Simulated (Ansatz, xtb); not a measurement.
## ClH3NSiSn: 3 structures ranked

3 gas-phase structures of ClH3NSiSn, found in a search over its isomers (lower ones may exist). Each was relaxed with GFN2-xTB; where two conformers were screened, the lower at r2SCAN-D4/def2-SVP is listed:

A. a doublet given by its coordinates
B. a doublet given by its coordinates
C. `[SiH2][NH][Sn][Cl]`, a doublet

A (Å):

```yaml
atoms:
  - { symbol: Cl, position_ang: [1.8466, -0.2174, 1.3385] }
  - { symbol: N, position_ang: [-1.6596, 0.4105, 0.5154] }
  - { symbol: Si, position_ang: [-1.2469, -1.0214, -0.3261] }
  - { symbol: Sn, position_ang: [1.0937, -1.9706, -0.1415] }
  - { symbol: H, position_ang: [-2.5477, 0.8808, 0.5067] }
  - { symbol: H, position_ang: [-0.9807, 0.8849, 1.0846] }
  - { symbol: H, position_ang: [-2.5673, -1.2476, -0.9515] }
```

Close contacts (Å): Cl1–Sn4 2.41, N2–Si3 1.71, Si3–Sn4 2.53, N2–H5 1.00, N2–H6 1.00, Si3–H7 1.48.

B (Å):

```json
{"atom": "Cl", "x (Å)": "0.1033", "y (Å)": "-0.9375", "z (Å)": "-1.5576"}
{"atom": "N", "x (Å)": "0.3727", "y (Å)": "0.0575", "z (Å)": "1.0332"}
{"atom": "Si", "x (Å)": "-0.1211", "y (Å)": "0.8282", "z (Å)": "-0.3740"}
{"atom": "Sn", "x (Å)": "0.8747", "y (Å)": "-2.0881", "z (Å)": "0.6624"}
{"atom": "H", "x (Å)": "0.4159", "y (Å)": "0.5557", "z (Å)": "1.9059"}
{"atom": "H", "x (Å)": "-1.5255", "y (Å)": "1.1657", "z (Å)": "-0.5643"}
{"atom": "H", "x (Å)": "0.7701", "y (Å)": "1.7714", "z (Å)": "-1.0369"}
```

Close contacts (Å): Cl1–Si3 2.14, Cl1–Sn4 2.62, N2–Si3 1.68, N2–Sn4 2.23, N2–H5 1.01, Si3–H6 1.46, Si3–H7 1.46.

Q: Estimate their order in r2SCAN-D4/def2-SVP energy at these geometries, lowest first.

A: Calculated order at r2SCAN-D4/def2-SVP: A (0.0), B (4.1), C (7.6) kcal/mol.

Energies above the lowest of each column, in kcal/mol:

| structure | GFN2-xTB | HF/STO-3G | r2SCAN-D4/def2-SVP |
| --- | --- | --- | --- |
| A | 0.0 | 6.9 | 0.0 |
| B | 5.5 | 7.9 | 4.1 |
| C | 5.6 | 0.0 | 7.6 |

r2SCAN-D4/def2-SVP puts A lowest; HF/STO-3G picks C. Some further structures that were screened fall inside this span and aren't listed. Flexible structures stand in one conformer each, not always the lowest. Frequencies (PBE0-D3(BJ)/def2-SVP) were run for A alone. Open shells are spin-unrestricted. Atoms past krypton carry core potentials in the def2 sets, without spin–orbit terms.

Programs: Ansatz 0.2.0, xtb 6.7.1.
